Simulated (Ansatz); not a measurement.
`OCO[SiH2]F` + `[SiH3]S` → `F[SiH2]S[SiH3]` + `OCO`  (ligand exchange at the Si–O bond)

Program: Ansatz. Geometries: PBE0-D4/def2-TZVP. ΔE: electronic, gas phase. CCSD(T)/CBS is the MP2 limit (def2-TZVPP, def2-QZVPP) plus CCSD(T) − MP2 in def2-TZVPP, frozen cores. This one scheme is used for every species. Functionals use def2-TZVPP. B3LYP here is the variant with VWN-RPA as its local correlation; programs differ in this. One conformer a species, not always the lowest.

`OCO[SiH2]F`:

Z-matrix (Å, degrees):
```
C
O 1 1.406
O 1 1.390 2 112.8
H 1 1.095 2 106.2 3 123.1
H 1 1.093 2 110.0 3 -118.1
Si 2 1.633 1 125.6 3 48.3
H 3 0.962 1 108.9 2 69.7
F 6 1.596 2 110.1 1 54.9
H 6 1.478 2 112.9 1 -64.5
H 6 1.476 2 105.5 1 172.1
```

`[SiH3]S`:

Z-matrix (Å, degrees):
```
Si
S 1 2.137
H 1 1.485 2 111.6
H 1 1.485 2 111.6 3 -122.0
H 1 1.482 2 104.8 3 119.0
H 2 1.344 1 94.7 3 60.9
```

`F[SiH2]S[SiH3]`:

Z-matrix (Å, degrees):
```
Si
S 1 2.114
F 1 1.598 2 111.3
H 1 1.479 2 111.3 3 118.6
H 1 1.479 2 106.5 3 -118.1
Si 2 2.147 1 98.9 3 -64.8
H 6 1.482 2 110.8 1 88.6
H 6 1.485 2 109.5 1 -32.4
H 6 1.482 2 106.6 1 -152.0
```

`OCO`:

Cartesian coordinates in Å:
```
O 0.769 -0.489 0.809
C 0.177 0.340 -0.146
O -1.080 -0.110 -0.553
H 0.203 -0.495 1.588
H 0.889 0.376 -0.976
H 0.010 1.353 0.237
H -0.968 -0.975 -0.959
```

| level | ΔE (kcal/mol) | difference from CCSD(T)/CBS |
| --- | --- | --- |
| PBE-D4 | 5.1 | -3.1 |
| B3LYP-D4 | 8.8 | 0.6 |
| ωB97X-V | 8.6 | 0.4 |
| ωB97M-V | 8.4 | 0.2 |
| r2SCAN | 7.8 | -0.4 |
| B3LYP | 9.6 | 1.4 |
| HF/def2-TZVPP | 12.7 | 4.5 |
| CCSD/def2-TZVPP | 9.9 | 1.7 |
| HF/CBS(def2) | 13.0 | 4.8 |
| CCSD/CBS(def2) | 8.9 | 0.7 |
| CCSD(T)/CBS | 8.2 | 0 |

Largest T1 diagnostic among the species: 0.012.

In def2-TZVPP, CCSD(T) changes the Hartree–Fock value by −3.5 kcal/mol (the triples alone add −0.7 kcal/mol) and MP2 by −4.3 kcal/mol. The D4 term adds −0.8 kcal/mol with B3LYP and −0.4 kcal/mol with PBE0; it sums over pairs of atoms, weighted by their polarisabilities, and B3LYP, whose exchange is more repulsive, gets the larger term. From PBE to PBE0 (25 % exact exchange), in def2-TZVPP and without D4, ΔE moves by +0.8 kcal/mol.
